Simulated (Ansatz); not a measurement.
Input for Ansatz (a program for electronic structure): R-PBE0/def2-TZVPP on CN+, 2S+1 = 1, a spin state set in the input, which need not be the lowest, a point of a bond scan (R = 1.175 Å). Charge +1.

Ansatz 0.2 input:
```yaml
crystal:
  periodic: [false, false, false]
  atoms:
    - {symbol: C, position_ang: [0.00000000, 0.00000000, 0.00000000]}
    - {symbol: N, position_ang: [0.00000000, 0.00000000, 1.17476300]}
basis:
  gaussian:
    orbitals: def2-TZVPP
    pivot_positions_ang: [[0.00000000, 0.00000000, 0.00000000], [0.00000000, 0.00000000, 1.17476300]]
hamiltonian:
  xc: {name: PBE0}
total_charge: 1
output: {forces: true, orbitals: {seedname: ./end}}
```

Give the final energy of this run.

-92.0749 hartree.
